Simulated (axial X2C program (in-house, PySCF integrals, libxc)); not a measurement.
# Potential curves of TiBr, two-component

Computed with an in-house relativistic program for diatomic molecules. Two-component (2c) means X2C with spin–orbit coupling and atomic mean-field two-electron Coulomb and Gaunt terms. Basis: Br dyall-v3z [8s9p6d1f], Ti dyall-v3z [10s10p6d3f2g] (cores contracted in-house); Gaussian nuclei, density fitting, unrestricted open shells. Masses: Br 78.918 u, Ti 47.948 u.

State: Ω = 3/2 (⟨Sz⟩ = -1.50, ⟨Lz⟩ = 3.00 at r2SCAN). Energies in cm⁻¹ from the lowest point of each curve. Fits are polynomials in 1 − R0/R over 0.85 to 1.23 times the lowest point R0.

```tsv
R (Å)	r2SCAN
2.0906	5822
2.1867	2301
2.2588	843
2.3309	135
2.4030	0
2.4871	374
2.5712	1160
2.6793	2571
2.8115	4649
3.0038	7926
```

The state is a single determinant with fixed occupations, the lowest that a limited PBE0 search found. Density functionals use the spin component along the axis (collinear). Other states lie close and PBE0, whose exact exchange favours high spin, may order them wrongly; the determinant shown need not be the ground state. The nearest other 2c determinant of the search, Ω = 9/2, lies 0.06 eV up at the distance of the search. Without a current term, density functionals place determinants with orbital angular momentum somewhat too high. With several unpaired electrons one determinant need not be a pure state. At some level and bond length an empty orbital lies below a filled one.

What are Re and ωe at the r2SCAN level?

At r2SCAN, 2c: Re = 2.387 Å, ωe ≈ 314 cm⁻¹; Be follows as 0.0992 cm⁻¹.
